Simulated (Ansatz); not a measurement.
The inner images of a band of BF2H + ClH (6 atoms, charge 0, multiplicity 1) are given out of order.

The calculation used RKS r2SCAN/6-31G* in Ansatz.

First end point:

```xyz
6
Properties=species:S:1:pos:R:3
B -0.018 0.363 -0.093
F -0.049 0.412 1.236
H 1.021 0.330 -0.675
F -1.168 0.381 -0.735
Cl 0.150 -2.797 1.098
H 0.089 -1.804 1.915
```

Last end point:

```xyz
6
Properties=species:S:1:pos:R:3
B 0.036 -0.453 -0.286
F 0.024 0.112 1.844
H 1.040 0.138 -0.521
F -1.152 0.060 -0.540
Cl 0.118 -2.210 0.059
H -0.043 -0.761 2.190
```

**Question.** Put them in order from the first end to the last, with their energies above the first end.
A.
```xyz
6
Properties=species:S:1:pos:R:3
B 0.016 -0.198 0.016
F -0.014 0.102 1.549
H 1.051 0.118 -0.472
F -1.159 0.100 -0.513
Cl 0.102 -2.188 0.531
H 0.028 -1.049 1.636
```
B.
```xyz
6
Properties=species:S:1:pos:R:3
B 0.009 -0.005 0.063
F -0.016 0.258 1.439
H 1.049 0.089 -0.501
F -1.161 0.087 -0.538
Cl 0.103 -2.266 0.684
H 0.041 -1.279 1.599
```
C.
```xyz
6
Properties=species:S:1:pos:R:3
B -0.006 0.284 -0.024
F -0.030 0.482 1.295
H 1.031 0.221 -0.605
F -1.163 0.209 -0.648
Cl 0.130 -2.632 0.932
H 0.063 -1.679 1.797
```
D.
```xyz
6
Properties=species:S:1:pos:R:3
B 0.025 -0.367 -0.126
F -0.005 0.076 1.690
H 1.046 0.138 -0.462
F -1.154 0.085 -0.516
Cl 0.100 -2.178 0.281
H 0.012 -0.869 1.880
```
E.
```xyz
6
Properties=species:S:1:pos:R:3
B 0.001 0.175 0.039
F -0.025 0.402 1.365
H 1.040 0.126 -0.534
F -1.160 0.122 -0.580
Cl 0.118 -2.454 0.800
H 0.051 -1.486 1.656
```

**Answer.** C (+0.4 kcal/mol), E (+3.2 kcal/mol), B (+13.8 kcal/mol), A (+25.6 kcal/mol), D (+18.9 kcal/mol).

Run time: 4.5 min on 1 thread of Arm Neoverse V1 (shared host), peak memory 0.12 GiB.
